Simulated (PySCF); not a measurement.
# From a computed spectrum to the compound

A species of 9 atoms with charge 0 has these harmonic modes (PBE0, small Gaussian bases with core potentials, PySCF 2.14.0):

```
cm⁻¹  km/mol
 222     0.0
 230     0.0
 252     2.7
 259     1.6
 427    92.9
 433    94.8
 522    82.4
 525    82.6
 630    52.6
 692     0.7
 693     0.7
1016   165.3
1120     4.2
1120     4.3
1831   522.2
1977   224.4
1978   224.8
2010     8.5
2442    61.0
2458    20.9
2459    20.9
```

Problem. Which species is it, and in which structure?

Solution. WH4(PH3) (triplet):
```xyz
9

W     0.0000    0.3960    0.0605
H     0.0000   -0.3850    1.5787
H     1.4016   -0.0145   -0.8242
H     0.0000    2.1514    0.3167
H    -1.4016   -0.0145   -0.8242
P     0.0000   -2.1322   -0.3253
H    -1.0685   -2.9246    0.1766
H     0.0000   -2.6415   -1.6527
H     1.0685   -2.9246    0.1766
```
Ideal gas at 298.15 K and 1 bar: S = 336.5 J/(mol K), Cp = 99.9 J/(mol K), H − H(0 K) = 18.9 kJ/mol (rigid rotor, harmonic modes, spin degeneracy alone). The run didn't use the full symmetry, so degenerate modes split by noise. Open shells may have lower solutions than the one found.
 Other answers can fit too; this one was computed.
